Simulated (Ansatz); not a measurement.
Born–Oppenheimer molecular dynamics of CH7FO3Si (13 atoms, charge 0, multiplicity 1). It starts from a rough guess of a transition structure, not a stationary point.

Method: Ansatz, UKS B3LYP-D4/STO-3G.

- ensemble: NVE (velocity Verlet)
- time step: 0.5 fs
- steps asked: 150
- starting velocities drawn for: 300 K
- seed: 823024

First frame:

```xyz
13
Properties=species:S:1:pos:R:3
Si -0.259 -0.087 0.635
F 1.428 -1.075 0.177
O -0.896 -1.550 0.870
O -1.649 0.763 0.680
O 0.684 0.771 1.641
H 0.975 -0.469 -0.762
C 0.091 0.344 -1.468
H -0.334 -2.321 0.871
H -1.634 1.655 1.018
H 1.565 0.458 1.835
H 0.206 1.422 -1.438
H 0.740 -0.013 -2.277
H -0.916 0.101 -1.782
```

(1) How far do the bonds stretch over the last three quarters of this one trajectory? (Pairs bonded in most of those frames.)

Answers

(1) 
```tsv
bond	mean (Å)	spread (Å)	shortest	longest
Si1–O3	1.757	0.102	1.57	1.89
Si1–O4	1.728	0.061	1.64	1.82
Si1–O5	1.771	0.111	1.57	1.91
Si1–C7	1.902	0.071	1.79	2.11
F2–H6	1.015	0.079	0.89	1.12
O3–H8	1.035	0.042	0.95	1.10
O4–H9	1.031	0.040	0.96	1.10
O5–H10	1.036	0.041	0.97	1.10
C7–H11	1.098	0.006	1.09	1.11
C7–H12	1.100	0.017	1.07	1.13
C7–H13	1.099	0.008	1.08	1.11
```

Pairs bonded in part of these frames only: Si1–F2 6 %, F2–H6 78 %.

Mean temperature of the second half: 1184 K. The conserved energy stayed within 1.4 meV per atom of its start (net change -1.1 meV per atom), so the integration is sound. The kinetic energy rose, since the run started high on the potential surface and went downhill. It ends in pieces (CH6O3Si + FH), so much of that is their flight and rotation, not heat. A run of 0.075 ps of so small a system gives no equilibrium averages. The orbitals were unrestricted but ended closed-shell. Limits of this set-up: minimal basis.

Time of the run: 12 min on 1 thread of Arm Neoverse V1, on a shared host, peak memory 0.17 GiB.
